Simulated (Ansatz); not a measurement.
Reaction (isomerisation): `CO[SiH2]N[SiH3]` → `C[SiH2]O[SiH2]N`

Calculated with Ansatz (gas phase, PBE0-D4/def2-TZVP geometries, no zero-point term in ΔE). CBS: MP2 limit from def2 TZ/QZ plus the TZ coupled-cluster correction, frozen cores. One conformer a species, not always the lowest.

```csv
species,CCSD(T)/CBS(def2) energy (Eh)
`CO[SiH2]N[SiH3]`,-751.58125
`C[SiH2]O[SiH2]N`,-751.64149
```

(1) Work out ΔE.

Largest T1 diagnostic among the species: 0.011.

Answers

(1) ΔE = (-751.64149) − (-751.58125) = -0.06024 Eh = -37.8 kcal/mol.

From PBE to PBE0 (25 % exact exchange), in def2-TZVPP and without D4, ΔE moves by −0.9 kcal/mol.
